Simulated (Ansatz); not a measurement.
One change: `CB[SiH2]BC` becomes `CB[SiH3]`.

Ansatz, PBE0-D4/def2-TZVP geometries, multiplicity 1. Each molecule was computed in one conformer, which needn't be the lowest.

```csv
property,`CB[SiH2]BC`
HOMO energy (B3LYP/def2-TZVPP) / eV,-7.09
LUMO energy (PBE0/def2-TZVPP) / eV,-2.25
LUMO energy (B3LYP/def2-TZVPP) / eV,-2.42
HOMO–LUMO gap (B3LYP/def2-TZVPP) / eV,4.67
LUMO energy (ωB97M-V/def2-TZVPP) / eV,-0.34
size of the dipole moment (PBE/def2-TZVPP) / D,0.73
```

Task: Give the same properties after the change, and the shifts. (Estimate.)

Result: Computed: 
```tsv
property	`CB[SiH3]`	shift
HOMO energy (B3LYP/def2-TZVPP) / eV	-7.74	-0.65
LUMO energy (PBE0/def2-TZVPP) / eV	-1.82	0.43
LUMO energy (B3LYP/def2-TZVPP) / eV	-2.02	0.40
HOMO–LUMO gap (B3LYP/def2-TZVPP) / eV	5.72	1.05
LUMO energy (ωB97M-V/def2-TZVPP) / eV	0.14	0.48
size of the dipole moment (PBE/def2-TZVPP) / D	1.24	0.51
```

With PBE0 the HOMO falls by 0.65 eV and the LUMO rises by 0.43 eV, so the gap widens by about 1.08 eV. PBE moves the HOMO by -0.54 eV and ωB97M-V by -0.71 eV. Dipoles are sizes alone; their direction can turn.

B3LYP here is the variant with VWN-RPA as its local correlation; programs differ in this.
